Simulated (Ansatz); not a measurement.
Q: Name a neutral molecule of N, O, Si and H with HOMO energy (B3LYP/def2-TZVPP) between -7.15 and -6.85 eV and HOMO energy (PBE/def2-TZVPP) between -5.95 and -5.65 eV (Ansatz, PBE0-D4/def2-TZVP geometry).

A: `N[Si](N)(O)[SiH3]` (-6.95 eV, -5.88 eV). Other molecules can fit too; these were computed, each in one conformer that needn't be the lowest.

B3LYP here is the variant with VWN-RPA as its local correlation; programs differ in this.
